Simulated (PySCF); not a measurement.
Molecule: SMILES n1ccc(C(F)F)cn1, C₅H₄F₂N₂.

Bonds (- single, = double, # triple, : aromatic): F1-C2, C2-F3, C2-C4, C4:C5, C5:C6, C6:N7, N7:N8, N8:C9, C9:C4. C2 carries H10; C5 carries H11; C6 carries H12; C9 carries H13.

Frames of a GFN2-xTB Langevin trajectory at 200 K; GIAO PBE0/pcSseg-1 shieldings in PySCF 2.14, gas phase, non-relativistic; equivalent atoms averaged within each frame.

Scale: CFCl3 for $^{19}$F (σ = 170.95 ppm); $^{13}$C (σ = 186.93 ppm), $^{1}$H (σ = 31.72 ppm) vs TMS; $^{15}$N (σ = 267.73 ppm) against NH3 (reference shieldings calculated alike). The references are static minima.

Q: How do the shifts (ppm) fluctuate along the trajectory?

A: 
```csv
time (fs),F1/F3,C6,C9,C4,C5,C2,N7,N8,H12,H13
250,-134.9,153.9,151.6,139.7,126.8,125.4,474.6,463.3,10.49,9.88
425,-139.2,153.2,154.5,145.4,129.9,121.8,475.2,488.2,9.93,10.24
625,-141.2,158.3,153.7,138.2,124.2,122.2,467.9,481.3,10.08,9.51
800,-156.9,161.0,153.2,136.8,124.2,114.0,485.9,504.1,9.77,9.96
1000,-146.1,160.4,149.3,136.2,127.2,118.9,481.0,471.6,10.27,9.59
mean of frames,-143.7,157.4,152.4,139.3,126.5,120.4,476.9,481.7,10.11,9.83
standard deviation,8.5,3.6,2.1,3.7,2.4,4.3,6.8,15.7,0.28,0.29
```

5 frames give an uncertainty of the mean of about the standard deviation over 2.2 at best, since frames this close in time may not be independent; classical motion lacks zero-point vibration, and the reference would need the same averaging.
